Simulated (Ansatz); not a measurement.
Ansatz (a quantum-chemistry and plane-wave program) input file for TaOCl2, SMILES [O]=[Ta]([Cl])[Cl] (connectivity only; charge and spin as stated), neutral, multiplicity 2, CAM-B3LYP/def2-SVPD. Coordinates come from a B3LYP-D3(BJ)/def2-SVP optimisation. The multiplicity is an assumed one; other spin states were not compared. The isomer is the one that the SMILES or the coordinates give; other isomers of the formula were not compared. The def2 effective core potentials stand for the cores of Ta; spin–orbit coupling is left out.

Ansatz 0.2 input:
```yaml
crystal:
  periodic: [false, false, false]
  atoms:
    - {symbol: Ta, position_ang: [0.00000000, 0.00000000, 0.16226888]}
    - {symbol: O, position_ang: [-0.00000000, 0.00000000, 1.87901596]}
    - {symbol: Cl, position_ang: [-0.00000000, -2.11484099, -0.79052224]}
    - {symbol: Cl, position_ang: [-0.00000000, 2.11484099, -0.79052224]}
basis:
  gaussian:
    orbitals: def2-SVPD
hamiltonian:
  xc: {name: CAM-B3LYP}
magnetization: {spin_polarized: true, initial_magnetization: 1}
```

Output:

```
WARN ansatz: RAYON_NUM_THREADS=1 ignored (pool sized by the plan → 1); use --threads N
Functional definition: CAM-B3LYP
integrals: 0.07 GiB planned
1031 factors; integrals over basis functions are off by at most 5.7e-4 eV
integrals: 0.14 GiB planned
331 factors; integrals over basis functions are off by at most 2.1e-5 eV
mean field: 0.99 GiB planned
mean field evaluation 1: about -28626.5595 eV, gradient 5.2e1 eV
mean field evaluation 2: about -28500.6475 eV, gradient 1.7e2 eV
mean field evaluation 4: about -28637.8693 eV, gradient 4.2e0 eV
mean field evaluation 8: about -28638.0115 eV, gradient 2.8e-1 eV
mean field evaluation 16: about -28638.0124 eV, gradient 1.1e-3 eV
mean field -28638.01241927 eV, -1052.4275448661 hartree, gradient 5.1e-5 eV, S^2 0.753723; 1 other end points of the search recorded, 0 dependent functions left out
reference -28638.01253976 eV, -1052.4275492940 hartree; 28, 27 occupied and 84, 85 virtual orbitals, 1031 factors
Total energy: -28638.01253976 eV, -1052.4275492940 hartree
```

The run converged.

Cost: very roughly 10 core-seconds.
